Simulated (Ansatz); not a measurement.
Cost and result for the atomization energy of C₄H₈BF, SMILES `C=CB(F)CC` (14 atoms, 13 bonds).

```xyz
14

C     1.973    1.323   -1.139
C     1.034    0.453   -0.763
B     0.084    0.739    0.432
F     0.249    1.902    1.077
C    -1.051   -0.202    0.958
C    -1.247   -1.527    0.235
H     2.101    2.266   -0.615
H     2.644    1.138   -1.973
H     0.944   -0.477   -1.319
H    -0.858   -0.370    2.027
H    -1.981    0.384    0.950
H    -1.487   -1.375   -0.821
H    -0.345   -2.143    0.277
H    -2.060   -2.111    0.672
```

The species carries charge 0 and has multiplicity 1. Geometry: relaxed with PBE0-D4/def2-TZVP. It is one conformer, not always the lowest. Program: Ansatz. All runs use 4 threads of an Arm Neoverse V1 on a shared host. Times are those of one run each, without the atoms' runs, and a repeat can differ threefold. Electronic energies, without spin–orbit coupling; frozen cores. CCSD(T)/CBS adds CCSD(T) − MP2 in def2-TZVPP to the MP2 limit, and its time is that of the two runs behind it. T1 = 0.012. B3LYP takes the VWN-RPA correlation (the form of Gaussian; ORCA's B3LYP/G).

CCSD(T)/CBS is a level of theory with its own doubt, some kJ/mol a heavy atom from the limit and from the frozen cores, so smaller differences don't rank the functionals.

```json
{"level": "PBE-D4/def2-TZVPP (with forces)", "functions": "298", "wall time": "3.5 s"}
{"level": "PBE0-D4/def2-TZVPP", "functions": "298", "wall time": "4 s"}
{"level": "r2SCAN-D4/def2-TZVPP (with forces)", "functions": "298", "wall time": "7 s"}
{"level": "B3LYP-D4/def2-TZVPP (with forces)", "functions": "298", "wall time": "7 s"}
{"level": "B2PLYP/def2-TZVPP", "functions": "298", "wall time": "8.5 s"}
{"level": "ωB97X-V/def2-TZVPP", "functions": "298", "wall time": "11 s"}
{"level": "ωB97M-V/def2-TZVPP (with forces)", "functions": "298", "wall time": "16 s"}
{"level": "MP2/def2-QZVPP", "functions": "582", "wall time": "45 s"}
{"level": "CCSD(T)/def2-TZVPP", "functions": "298", "wall time": "19 min"}
{"level": "CCSD(T)/CBS(def2)", "functions": "–", "wall time": "20 min"}
```

What atomization energy does each give, and how far from CCSD(T)/CBS? (An estimate is asked.)

Ansatz gave: 
```tsv
level	atomization (kcal/mol)	difference from CCSD(T)/CBS	per bond
PBE-D4/def2-TZVPP (with forces)	1430.7	33.8	2.6
PBE0-D4/def2-TZVPP	1410.6	13.7	1.1
r2SCAN-D4/def2-TZVPP (with forces)	1406.7	9.8	0.8
B3LYP-D4/def2-TZVPP (with forces)	1402.7	5.8	0.5
B2PLYP/def2-TZVPP	1390.2	-6.7	-0.5
ωB97X-V/def2-TZVPP	1399.9	3.0	0.2
ωB97M-V/def2-TZVPP (with forces)	1404.5	7.6	0.6
MP2/def2-QZVPP	1408.2	11.3	0.9
CCSD(T)/def2-TZVPP	1368.1	-28.8	-2.2
CCSD(T)/CBS(def2)	1396.9	0.0	0.0
```

From PBE to PBE0 (25 % exact exchange), in def2-TZVPP and without D4, the atomization energy moves by −19.2 kcal/mol: exact exchange takes away binding that semilocal exchange gives to molecules. In def2-TZVPP, CCSD(T) changes the Hartree–Fock value by +295.9 kcal/mol (the triples alone add +17.9 kcal/mol) and MP2 by +319.1 kcal/mol; breaking electron pairs costs correlation energy, which Hartree–Fock lacks. The D4 term adds +9.4 kcal/mol with B3LYP and +5.0 kcal/mol with PBE0; it sums over pairs of atoms, weighted by their polarisabilities, and B3LYP, whose exchange is more repulsive, gets the larger term.
